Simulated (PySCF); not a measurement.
FZn, charge +1.

```xyz
2

Zn     0.0000     0.0000    -0.3978
F      0.0000     0.0000     1.3259
```
Charge +1, spin multiplicity 1.

Coordinates come from a B3LYP-D3(BJ)/def2-TZVPD optimisation. The spin state was assumed, not searched.

All values below come from PBE/pcSseg-2 (PySCF). Non-relativistic, no solvent.

### Question
Give the absolute GIAO shielding of each atom: isotropic value and principal components (ppm). (The exact figures need the calculation; the answer reports its results.)

### Answer

```csv
atom,σ(iso),σ11,σ22,σ33,span
Zn1,2297.6,2187.5,2187.5,2517.9,330.4
F2,130.2,-48.9,-48.9,488.4,537.4
```
